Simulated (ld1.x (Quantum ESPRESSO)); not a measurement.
iron: PAW pseudisation with PBE, fully relativistic reference atom.

iron (Fe), PAW, made with ld1.x (Quantum ESPRESSO) 7.5 (PBE, fully relativistic). Core [Ne], reference 3s2 3p6 3d6 4s0 4p0 (charge +2). Waves: 3s (bound): rcut 1.50, rcutus 1.65 bohr; 4s (bound, empty): rcut 1.50, rcutus 1.65 bohr; 3p (bound): rcut 1.15, rcutus 1.45 bohr; 4p (bound, empty): rcut 1.15, rcutus 1.45 bohr; 3d (bound): rcut 1.50, rcutus 1.85 bohr; 3d channel at -0.55 Ry: rcut 1.50, rcutus 1.85 bohr; 4f channel at -0.2 Ry: rcut 1.70, rcutus 2.10 bohr; 4f channel at 1.65 Ry: rcut 1.70, rcutus 2.10 bohr. Local part: all-electron potential smoothed inside 1.50 bohr (lloc = -2). Core correction: a·sin(br)/r model core, default radius (core density twice the valence density). Augmentation charge: GAUSS, radius 1.15 bohr.

Open shells are filled in proportion to 2j + 1 (rel_dist='average').

What the tests gave:

```json
{
 "Configuration tests": "test run stopped at test 1 of 7 (negative rho)"
}
```

The ghost test of this file was not conclusive.

Generation and tests took about 8.8 s on one core of a shared server CPU.
